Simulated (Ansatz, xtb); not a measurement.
# Two isomers of C7H4ClN

We compare X, `C#Cc1cncc(Cl)c1`, a singlet, with Y, `C#Cc1ccc(Cl)nc1`, a singlet. Both are isolated molecules in the gas phase, relaxed with B3LYP-D3(BJ)/def2-SVP.

Energies in hartree; the thermal terms are from GFN2-xTB frequencies at re-optimised GFN2-xTB minima (ideal gas, soft modes damped towards free rotors, one conformer each, 298.15 K, 1 atm) and include the zero-point energy:

|  | X | Y |
| --- | --- | --- |
| E, CCSD(T)/def2-SVP | −782.168828 | −782.172247 |
| E, MP2/def2-SVP | −782.073110 | −782.077114 |
| E, MP2/def2-TZVPP | −782.863858 | −782.867718 |
| zero-point energy | 0.084717 | 0.084743 |
| H(298 K) − E | 0.093614 | 0.093631 |
| G(298 K) − E | 0.051602 | 0.051728 |

Problem. Correct the CCSD(T) difference for the basis set by the MP2 change, then work out ΔE, ΔE₀, ΔH and ΔG for X → Y in kcal/mol (1 Eh = 627.51 kcal/mol) and the equilibrium ratio [Y]/[X].

Solution. 1. Differences Y − X: CCSD(T) −0.003419, MP2 in the small set −0.004004, MP2 in the large set −0.003860 Eh.
2. ΔE = −0.003419 + (−0.003860 − (−0.004004)) = −0.003275 Eh = −2.06 kcal/mol.
3. ΔE₀ = ΔE + ΔZPE = −0.003275 + (+0.000026) Eh = −2.04 kcal/mol.
4. ΔH = ΔE + (+0.000017) Eh = −2.04 kcal/mol.
5. ΔG = ΔE + (+0.000126) Eh = −1.98 kcal/mol, so ΔS = (ΔH − ΔG)/T = −1.0 J/(mol K).
6. kT = 0.9442 mEh, so K = [Y]/[X] = exp(−ΔG/kT) = exp(+3.34) ≈ 28.

Structure Y is favoured at this temperature. An error of 1 kcal/mol in ΔG would change K by a factor of 5.4. Mirror images and further conformers aren't counted.

As drawn, both hold the same kinds of bond in the same numbers.

Other levels gave ΔE = −1.2 (GFN2-xTB); −1.5 (HF/STO-3G, GFN2-xTB geometries); −3.2 (r2SCAN-D4/def2-SVP, GFN2-xTB geometries); −2.8 (B3LYP-D3(BJ)/def2-SVP); −2.5 (HF/def2-SVP); −2.5 (MP2/def2-SVP); −2.1 (CCSD(T)/def2-SVP) kcal/mol. The correlated steps freeze 13 core orbitals. Programs: Ansatz 0.2.0, xtb 6.7.1.
